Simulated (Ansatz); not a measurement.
BaF, doublet, at a GFN2-xTB geometry (such geometries of metal compounds can be far from the true shape) (the spin is typed, not shown lowest) (core potentials on Ba), with bond 1-2 at 3.0 times its length; B3LYP/def2-SV(P) in Ansatz (a first-principles code).

Ansatz was given this input:
Ansatz 0.2 input:
```yaml
crystal:
  periodic: [false, false, false]
  atoms:
    - {symbol: Ba, position_ang: [0.00000000, 0.00000000, -4.23197486]}
    - {symbol: F, position_ang: [0.00000000, 0.00000000, 1.70496829]}
basis:
  gaussian:
    orbitals: def2-SV_P_.json
hamiltonian:
  xc: b3lyp
magnetization: {spin_polarized: true, initial_magnetization: 1}
```
The basis file holds def2-SV(P) in the JSON format of the Basis Set Exchange.

Question: Write the output that Ansatz gives for this input, abridged.

Answer: 
```
Functional definition: B3LYP
411 factors; their error is unknown
mean field evaluation 1: about -3398.5773 eV, gradient 3.5e1 eV
mean field evaluation 2: about -3033.3237 eV, gradient 1.0e2 eV
mean field evaluation 4: about -3400.0110 eV, gradient 2.6e1 eV
mean field evaluation 8: about -3400.0115 eV, gradient 2.6e1 eV
mean field evaluation 16: about -3404.4107 eV, gradient 7.7e-4 eV
mean field evaluation 32: about -3404.3169 eV, gradient 6.0e-4 eV
mean field evaluation 64: about -3404.3936 eV, gradient 5.9e-1 eV
mean field -3404.41066364 eV, -125.1097842964 hartree, gradient 3.5e-6 eV, S^2 0.762727; 5 other end points of the search recorded, 0 dependent functions left out
reference -3404.41086658 eV, -125.1097917544 hartree; 10, 9 occupied and 34, 35 virtual orbitals, 411 factors
Total energy: -3404.41086658 eV, -125.1097917544 hartree
```
